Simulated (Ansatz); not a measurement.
CH5NOSi, SMILES `N=C(O)[SiH3]`, relaxed with RKS PBE-D4/def2-SVP in Ansatz from a rough embedded geometry. The force threshold is 0.03 eV/Å; the program also tests the step.

Total charge 0; spin multiplicity 1.

Start:

```xyz
9

N    -0.834    0.779   -1.209
C    -0.139    0.612   -0.173
O     0.256    1.739    0.387
Si    0.420   -0.978    0.517
H    -1.181   -0.154   -1.605
H    -0.122    2.498   -0.141
H    -0.192   -2.125   -0.259
H     1.872   -1.183    0.495
H    -0.082   -1.188    1.988
```

Task: How much energy does the relaxation release, and in how many steps? (Best estimate.)

Result: Computed: 34.57 kJ/mol, in 5 steps.

Task: Which bonds change most? (Estimate.)

Result: The calculation gave: C2–Si4 from 1.821 to 1.920 Å; Si4–H9 from 1.568 to 1.502 Å; N1–H5 from 1.071 to 1.030 Å; C2–O3 from 1.319 to 1.357 Å.

Task: Give the relaxed structure. (Best estimate.)

Result: The calculation gave: 
```xyz
9

N    -0.921    0.779   -1.273
C    -0.179    0.608   -0.242
O     0.293    1.690    0.428
Si    0.411   -1.034    0.561
H    -1.210   -0.120   -1.683
H    -0.061    2.471   -0.059
H    -0.184   -2.158   -0.241
H     1.910   -1.119    0.524
H    -0.059   -1.116    1.985
```
